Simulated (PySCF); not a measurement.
# Stationary points of ZrOF

All numbers come from PBE0/[Zr def2-TZVP with ECP28, O def2-TZVP, F def2-TZVP], scalar-relativistic core potentials, density fitting, no spin–orbit coupling, PySCF.

Relaxations began from a few typed shapes; open shells are unrestricted. The search is not exhaustive: other isomers or separated fragments can lie lower, and high-lying points may rest on an excited occupation.

(1) Which is the lowest minimum found?
A. doublet C∞v: Zr–F 2.060 Å, Zr–O 1.766 Å; F–Zr–O 180.0°
B. doublet Cs: Zr–F 1.908 Å, Zr–O 1.725 Å; F–Zr–O 108.1°

Answers

(1) B. The others lie at 115.6 (doublet C∞v, a saddle point) kJ/mol above it.

Formally Zr is in oxidation state +3, d1, with 1 unpaired electron. The Mulliken spin on Zr is 1.07. The polar-tensor charge on Zr, 1.61, is far below the formal one.

For the lowest minimum: with open d or f shells other occupations or spin states may lie lower.

The electron or spin density has lower symmetry than the nuclear frame for the doublet C∞v at 115.6 kJ/mol.
